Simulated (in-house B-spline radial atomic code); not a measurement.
A radial electron density 4πr²n(r) was computed for an atom or ion in its tabulated ground configuration with a B-spline radial code for spherical atoms; method: non-relativistic LDA PW92, spin-polarised, spherical fractional occupations. Columns: r (bohr), 4πr²n(r) (electrons per bohr), bar.

```
 0.00452   0.3184 #
 0.00527   0.4245 #
 0.00615    0.565 ##
 0.00717   0.7479 ##
 0.00836   0.9858 ###
 0.00976    1.296 ####
  0.0114    1.694 #####
  0.0133    2.195 #######
  0.0155    2.816 #########
  0.0181     3.59 ###########
  0.0211    4.514 ##############
  0.0246    5.605 #################
  0.0287    6.863 #####################
  0.0334    8.234 #########################
   0.039    9.722 ##############################
  0.0455     11.2 ##################################
   0.053    12.55 ######################################
  0.0619    13.66 ##########################################
  0.0722    14.34 ############################################
  0.0842    14.48 ############################################
  0.0982       14 ###########################################
   0.114    12.99 #######################################
   0.134    11.49 ###################################
   0.156    9.998 ##############################
   0.182    8.785 ###########################
   0.212    8.205 #########################
   0.247    8.395 ##########################
   0.288    9.256 ############################
   0.336    10.43 ################################
   0.392    11.37 ###################################
   0.458     11.6 ###################################
   0.534    10.83 #################################
   0.622    9.165 ############################
   0.726    6.908 #####################
   0.847    4.591 ##############
   0.988    2.649 ########
    1.15    1.315 ####
    1.34   0.5423 ##
    1.57   0.1739 #
    1.83  0.04534 
    2.13 0.009108
```

**Question.** Which atom or ion is it?
A. Mg4+
B. Al5+
C. Al4+
D. P6+

**Answer.** C. The area under the curve, ∫4πr²n dr = ∫r·4πr²n d(ln r) on this logarithmic grid, is 9 electrons; among the options with that count, the innermost peak, which lies near 1/Z bohr, picks Z = 13. The configuration is [He] 2s2 2p5.
